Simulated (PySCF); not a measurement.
Electron correlation in Rh (rhodium, neutral)

[Kr] 4d8 5s1, high-spin 4F determinant. All numbers are calculated (PySCF 2.14, the spin-free X2C one-electron Hamiltonian (Gaussian nucleus), in aug-cc-pwCVTZ-DK). Frozen: [Kr]; 9 electrons correlated.

MP2 pair energies summed by pair of shells (mhartree):

| pair | energy | share (%) |
| --- | --- | --- |
| 4d-4d | -231.37 | 86.8 |
| 4d-5s | -35.05 | 13.2 |

Total MP2 correlation energy: -266.42 mhartree.

Same-spin part -101.23 and opposite-spin part -165.19 mhartree; SCS-MP2 scales them by 1/3 and 6/5 to -231.97 mhartree.
